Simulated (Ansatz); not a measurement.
One change: `[SiH3]C([SiH3])S` becomes `NC([SiH3])S`.

Ansatz, PBE0-D4/def2-TZVP geometries, multiplicity 1. Each molecule was computed in one conformer, which needn't be the lowest.

| property | `[SiH3]C([SiH3])S` |
| --- | --- |
| LUMO energy (B3LYP/def2-TZVPP) / eV | -0.54 |
| size of the dipole moment (ωB97M-V/def2-TZVPP) / D | 0.62 |
| LUMO energy (ωB97M-V/def2-TZVPP) / eV | 1.39 |
| HOMO–LUMO gap (PBE0/def2-TZVPP) / eV | 6.49 |
| LUMO energy (PBE0/def2-TZVPP) / eV | -0.33 |
| HOMO energy (B3LYP/def2-TZVPP) / eV | -6.60 |

Q: What does the change do to each property? (Estimate.)

A: The calculation gave: 
| property | `NC([SiH3])S` | shift |
| --- | --- | --- |
| LUMO energy (B3LYP/def2-TZVPP) / eV | -0.17 | 0.37 |
| size of the dipole moment (ωB97M-V/def2-TZVPP) / D | 1.59 | 0.97 |
| LUMO energy (ωB97M-V/def2-TZVPP) / eV | 1.77 | 0.38 |
| HOMO–LUMO gap (PBE0/def2-TZVPP) / eV | 6.88 | 0.39 |
| LUMO energy (PBE0/def2-TZVPP) / eV | 0.07 | 0.40 |
| HOMO energy (B3LYP/def2-TZVPP) / eV | -6.59 | 0.01 |

Dipoles are sizes alone; their direction can turn.

B3LYP here is the variant with VWN-RPA as its local correlation; programs differ in this.
